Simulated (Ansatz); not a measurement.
# A correction line for r2SCAN-D4/def2-TZVPP: atomisation energy

The atomisation energy (no zero-point term) in kJ/mol of 6 Al-containing radicals: x at r2SCAN-D4/def2-TZVPP, y at CCSD(T)/CBS estimate. Shapes, held fixed at every level: PBE0-D4/def2-TZVP. Flexible molecules stand in one conformer, not always the lowest. Programs: Ansatz 0.2.0.

```
                     molecule  x (kJ/mol)  y (kJ/mol)
        AlS (SMILES [Al]=[S])         432         408
  AlCl2 (SMILES [Cl][Al][Cl])         837         808
     AlH2O (SMILES [O][AlH2])        1017        1005
     AlF2 (SMILES [F][Al][F])        1138           ?
                 Al(CH3)(NH2)        2678        2667
CH4AlO2 (SMILES C[O][Al][OH])        2983        2971
```

Problem. Fit y = c + s·x to the known rows and predict y for AlF2.

Solution. 
1. Means of the 5 rows: x = 1589.40, y = 1571.8.
2. Σ(Δx)² = 5360493, Σ(Δx·Δy) = 5388261, so the slope is 5388261/5360493 = 1.0052.
3. Intercept: 1571.8 − (1.0052) × 1589.40 = -25.9. The largest residual of the fit is 8.6.
4. AlF2: -25.9 + 1.0052 × 1138 = 1118 kJ/mol.

CCSD(T)/CBS estimate gives 1134 kJ/mol, so the prediction is off by -16 kJ/mol, more than the largest residual. Uncorrected, r2SCAN-D4/def2-TZVPP misses AlF2 by +4 kJ/mol, and the other rows by 18 on average. The line makes this one worse. Left out in turn, the other rows are missed by 6 kJ/mol on average, so the withheld one doesn't follow the line. Open shells run unrestricted. The CBS estimate extrapolates MP2 from def2-TZVPP and def2-QZVPP and adds CCSD(T) − MP2 in the triple-zeta set, cores frozen.
